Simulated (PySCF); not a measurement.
Krypton: a sound run and one with changed settings

Sound run: Kr⁺ [Ar] 3d10 4s2 4p5, Kr²⁺ [Ar] 3d10 4s2 4p4. All numbers are calculated (PySCF 2.14, the non-relativistic Hamiltonian (point nucleus), in def2-TZVP (6s5p4d1f, 48 functions)). In the sound run the correlated levels freeze [Ar] 3d10. The sound run starts from symmetry-adapted Hartree-Fock orbitals and uses a fine grid where one is needed.

Changed run: scalar relativity by spin-free X2C-1e. This setting is unsound on purpose.

```tsv
species	method	sound run (hartree)	changed run (hartree)	converged
Kr⁺	UHF	-2751.52176	-2779.27012	yes
Kr⁺	MN15	-2753.59312	-2781.25909	yes
Kr⁺	r2SCAN	-2753.22332	-2780.95929	yes
Kr⁺	MP2	-2751.65992	-2779.40783	yes
Kr⁺	CCSD(T)	-2751.68430	-2779.43169	yes
Kr²⁺	UHF	-2750.66749	-2778.41467	yes
Kr²⁺	MN15	-2752.70028	-2780.36557	yes
Kr²⁺	r2SCAN	-2752.32515	-2780.06004	yes
Kr²⁺	MP2	-2750.77565	-2778.52222	yes
Kr²⁺	CCSD(T)	-2750.79884	-2778.54482	yes
```

Ionisation energy of Kr⁺:

```tsv
method	sound run (eV)	changed run (eV)
UHF	23.246	23.278
MN15	24.295	24.314
r2SCAN	24.441	24.470
MP2	24.062	24.099
SCS-MP2	24.059	24.095
CCSD	24.066	24.104
CCSD(T)	24.095	24.133
```

Most of the change in total energy is the relativistic energy itself. On top of that the contraction fixes the core shape for the Hamiltonian it was made with, so the changed run is not a good calculation with the other Hamiltonian either.

For comparison, NIST gives 24.360 eV between the lowest levels.
